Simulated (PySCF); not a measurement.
PySCF 2.14 output of an unrestricted BP86 calculation on a single atom or ion in def2-SVP with the def2 core potential (28 electrons) (5s3p2d1f, 31 functions), with a scalar-relativistic core potential:

```
SCF conv_tol = 1e-09
number electrons alpha = 8  beta = 4
    A. D. Becke.,  Phys. Rev. A 38, 3098 (1988)
    J. P. Perdew.,  Phys. Rev. B 33, 8822 (1986)
cycle= 1 E= -67.2771710951224  delta_E= -0.00348  |g|= 0.00804  |ddm|= 0.159
cycle= 2 E= -67.2772000668041  delta_E= -2.9e-05  |g|= 0.00206  |ddm|= 0.0174
cycle= 3 E= -67.277203304038  delta_E= -3.24e-06  |g|= 0.000293  |ddm|= 0.00315
cycle= 4 E= -67.2772022238529  delta_E= 1.08e-06  |g|= 1.78e-05  |ddm|= 0.000448
cycle= 5 E= -67.2772022240606  delta_E= -2.08e-10  |g|= 6.44e-07  |ddm|= 4.51e-05
converged SCF energy = -67.2772022240606  <S^2> = 6.0002555  2S+1 = 5.0001022
```

The run itself started from symmetry-adapted Hartree-Fock orbitals and held the occupation by maximum overlap, on a logarithmic radial grid, so the iterations belong to that start.

Problem. Which element, charge and spin multiplicity is this?

Solution. Mo²⁺ (molybdenum, charge +2), multiplicity 5; the state was [Kr] 4d4, high-spin 5D determinant.

Energies and moments cover only the electrons outside the core potential.
